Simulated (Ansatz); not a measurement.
`FBBF`. The species carries charge 0 and has multiplicity 1.

Cartesian coordinates in Å:
```
F 0.527 1.564 0.940
B 0.182 0.830 -0.109
B -0.156 -0.839 0.074
F -1.403 -1.258 0.240
H 0.165 1.404 -1.169
H 0.685 -1.701 0.024
```

Q: Give the diagnostics of a CCSD(T)/def2-TZVPP run (frozen core, the Gaussian-basis code of Ansatz). (Best estimate.)

A: The calculation gave: T1 = 0.0144, largest single amplitude 0.034, largest double 0.026, (T) share of the correlation energy 2.9 %, 10 CCSD cycles. The RHF solution is stable towards an unrestricted one. T1 lies under the customary mark of 0.02 for closed shells.
